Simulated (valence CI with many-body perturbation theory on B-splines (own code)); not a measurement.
**Forbidden lines of Hg9+**

Level of theory: configuration interaction combined with many-body perturbation theory (CI+MBPT): three valence electrons over a frozen Dirac-Fock core [Xe] 4f14, a basis of 7 s, 7 p, 8 d, 6 f, 4 g, 1 h functions for each j, with the one-electron correlation potential Σ1, the two-electron term Σ2, the three-electron term Σ3, Breit, model QED; selected CI, second order for the rest, scaled by the run's own slope (own B-spline code, finite nucleus).

No measured spectrum was set against this ion. As an estimate, terms of the open shell hold to 2 to 4 % of their energy, and close levels can change places. Excitations out of the core, of the other parity, are not computed and may begin above about 45.4 eV (a cautious bound); beyond it only levels of the ground parity were kept, without lifetimes.

Lines 1 to 50 of 120 in falling wavelength, among levels below 366320 cm⁻¹, chosen from the decays that carry over 1 % of a level's rate. Wavelengths and rates use the calculated energies, so an error of 2000 cm⁻¹ moves a line at 2865 nm by 57 % and its rate by three times that or more. Electric multipoles are in the length gauge, E1 and E2 with the static RPA response of the core. Weak lines are less certain than strong ones. Lines between different terms over intervals too small for the method are left out, as are lines whose strength nearly cancels.

Levels are named by their leading jj configuration (3d3/2^4 stands for four electrons in 3d with j = 3/2), which in mixed levels can hold well under half, so a name can repeat and another be missing. Letters in brackets count levels of one name in rising energy.

```
λ vac (nm)                      Upper                      Lower  Type   A (s⁻¹)  Branch %
      2865      (5d3/2^2 5d5/2) J=9/2      (5d3/2^2 5d5/2) J=7/2    M1  5.45e-01     100.0
      2372      (5d3/2^2 5d5/2) J=1/2      (5d3/2^2 5d5/2) J=3/2    M1  1.93e+00       5.0
      1142      (5d3/2^2 5d5/2) J=7/2  (5d3/2^2 5d5/2) J=5/2 [a]    M1  1.87e+01      99.9
      1048      (5d3/2^2 5d5/2) J=3/2  (5d3/2^2 5d5/2) J=5/2 [a]    M1  5.74e+00       4.8
      1022  (5d3/2 5d5/2^2) J=5/2 [a]  (5d3/2 5d5/2^2) J=3/2 [a]    M1  6.32e+00       2.8
     881.7     (5d3/2 5d5/2^2) J=11/2      (5d3/2 5d5/2^2) J=9/2    M1  9.04e+00      10.2
     757.6  (5d3/2 5d5/2^2) J=5/2 [b]  (5d3/2 5d5/2^2) J=3/2 [a]    M1  3.83e+00       2.3
     735.2            (5d5/2^3) J=9/2     (5d3/2 5d5/2^2) J=11/2    M1  8.56e+00       1.9
     710.5            (5d5/2^3) J=3/2  (5d3/2 5d5/2^2) J=5/2 [a]    M1  6.14e+00       1.2
     675.8  (5d3/2^2 5d5/2) J=5/2 [a]            (5d3/2^3) J=3/2    M1  1.08e+02     100.0
     569.0      (5d3/2 5d5/2^2) J=9/2      (5d3/2^2 5d5/2) J=9/2    M1  9.60e+01      54.3
     550.5  (5d3/2 5d5/2^2) J=5/2 [a]  (5d3/2 5d5/2^2) J=7/2 [a]    M1  7.70e+00       3.5
     534.9  (5d3/2 5d5/2^2) J=7/2 [a]      (5d3/2^2 5d5/2) J=7/2    M1  6.18e+01      20.0
     517.3  (5d3/2^2 5d5/2) J=5/2 [b]      (5d3/2^2 5d5/2) J=3/2    M1  6.22e+01      71.7
     497.0  (5d3/2^2 5d5/2) J=5/2 [b]      (5d3/2^2 5d5/2) J=7/2    M1  5.62e+00       6.5
     496.3  (5d3/2 5d5/2^2) J=5/2 [b]  (5d3/2^2 5d5/2) J=5/2 [b]    M1  6.38e+01      38.0
     485.2  (5d3/2 5d5/2^2) J=3/2 [b]            (5d5/2^3) J=3/2    M1  1.01e+01       1.8
     474.7      (5d3/2 5d5/2^2) J=9/2      (5d3/2^2 5d5/2) J=7/2    M1  8.06e+01      45.6
     464.9            (5d5/2^3) J=3/2      (5d3/2 5d5/2^2) J=1/2    M1  7.30e+01      14.5
     463.5  (5d3/2 5d5/2^2) J=5/2 [b]  (5d3/2 5d5/2^2) J=7/2 [a]    M1  5.29e+00       3.1
     453.2  (5d3/2 5d5/2^2) J=3/2 [a]      (5d3/2^2 5d5/2) J=1/2    M1  4.75e+01       9.0
     430.9  (5d3/2 5d5/2^2) J=7/2 [b]  (5d3/2^2 5d5/2) J=5/2 [b]    M1  4.58e+00       3.1
     419.1            (5d5/2^3) J=3/2  (5d3/2 5d5/2^2) J=3/2 [a]    M1  1.29e+02      25.6
     410.8      (5d3/2^2 5d5/2) J=3/2            (5d3/2^3) J=3/2    M1  1.14e+02      95.1
     409.5      (5d3/2 5d5/2^2) J=1/2      (5d3/2^2 5d5/2) J=1/2    M1  2.61e+02      93.8
     406.0  (5d3/2 5d5/2^2) J=7/2 [b]  (5d3/2 5d5/2^2) J=7/2 [a]    M1  2.59e+01      17.3
     400.9            (5d5/2^3) J=9/2      (5d3/2 5d5/2^2) J=9/2    M1  1.92e+02      41.8
     391.0            (5d5/2^3) J=5/2            (5d5/2^3) J=3/2    M1  1.68e+01       1.8
     380.5  (5d3/2 5d5/2^2) J=3/2 [a]      (5d3/2^2 5d5/2) J=3/2    M1  2.68e+02      51.1
     366.1            (5d5/2^3) J=9/2  (5d3/2 5d5/2^2) J=7/2 [a]    M1  2.34e+02      50.9
     364.3  (5d3/2 5d5/2^2) J=7/2 [a]  (5d3/2^2 5d5/2) J=5/2 [a]    M1  2.48e+02      80.0
     350.2      (5d3/2^2 5d5/2) J=1/2            (5d3/2^3) J=3/2    M1  3.55e+01      92.6
     350.2      (5d3/2^2 5d5/2) J=1/2            (5d3/2^3) J=3/2    E2  8.85e-01       2.3
     349.2      (5d3/2 5d5/2^2) J=1/2      (5d3/2^2 5d5/2) J=3/2    M1  8.21e+00       2.9
     346.3  (5d3/2^2 5d5/2) J=5/2 [b]  (5d3/2^2 5d5/2) J=5/2 [a]    M1  1.01e+01      11.6
     345.8     (5d3/2 5d5/2^2) J=11/2      (5d3/2^2 5d5/2) J=9/2    M1  7.91e+01      89.6
     324.5            (5d5/2^3) J=3/2  (5d3/2^2 5d5/2) J=5/2 [b]    M1  1.56e+02      30.9
     319.8  (5d3/2 5d5/2^2) J=3/2 [b]  (5d3/2 5d5/2^2) J=5/2 [b]    M1  3.76e+01       6.8
     301.4            (5d5/2^3) J=5/2  (5d3/2 5d5/2^2) J=7/2 [b]    M1  9.69e+01      10.1
     288.3  (5d3/2 5d5/2^2) J=3/2 [b]  (5d3/2 5d5/2^2) J=5/2 [a]    M1  2.02e+02      36.4
     279.1  (5d3/2 5d5/2^2) J=3/2 [a]  (5d3/2^2 5d5/2) J=5/2 [a]    M1  1.69e+02      32.2
     277.2  (5d3/2 5d5/2^2) J=5/2 [a]      (5d3/2^2 5d5/2) J=3/2    M1  5.97e+01      26.8
     276.0            (5d5/2^3) J=5/2  (5d3/2 5d5/2^2) J=5/2 [b]    M1  2.77e+02      28.8
     271.3  (5d3/2 5d5/2^2) J=5/2 [a]      (5d3/2^2 5d5/2) J=7/2    M1  1.08e+02      48.5
     253.3  (5d3/2 5d5/2^2) J=5/2 [b]      (5d3/2^2 5d5/2) J=3/2    M1  3.03e+01      18.0
     251.0  (5d3/2 5d5/2^2) J=7/2 [b]      (5d3/2^2 5d5/2) J=9/2    M1  6.41e+01      43.0
     251.0  (5d3/2 5d5/2^2) J=7/2 [b]      (5d3/2^2 5d5/2) J=9/2    E2  1.75e+00       1.2
     248.3  (5d3/2 5d5/2^2) J=5/2 [b]      (5d3/2^2 5d5/2) J=7/2    M1  3.22e+01      19.2
     237.4  (5d3/2 5d5/2^2) J=3/2 [b]      (5d3/2 5d5/2^2) J=1/2    M1  4.47e+01       8.1
     230.8  (5d3/2 5d5/2^2) J=7/2 [b]      (5d3/2^2 5d5/2) J=7/2    M1  3.18e+01      21.3
```
